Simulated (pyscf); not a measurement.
PySCF, gas phase, ωB97X-D3(BJ)/def2-SVP geometries. Correlated levels are frozen-core, on RHF or UHF. ΔMP2 is the change of the MP2 total energy from the triple- to the quadruple-zeta basis.

**Question.** How much does it cost (ΔH, 298 K, CCSD(T)/def2-TZVPP + ΔMP2(QZVPP)) to split HO–SiH₂–O–SiH: [singlet] at its O–Si bond into HO–SiH₂• + [O=SiH]•?

**Answer.** O–Si to HO–SiH₂• + [O=SiH]•: 98.5 kcal/mol. The radicals are drawn with the spin at the cut bond; how far it spreads was not checked. HO–SiH₂–O–SiH: [singlet] lies 14.0 kcal/mol over its isomer HO–Si:–O–SiH₃ [singlet] (electronic energy, ωB97M-D3(BJ)/def2-TZVP). Other isomers of HO–SiH₂• were not searched in full and may lie lower. The CCSD(T) − MP2 part came from Ansatz, without density fitting, on the same reference.
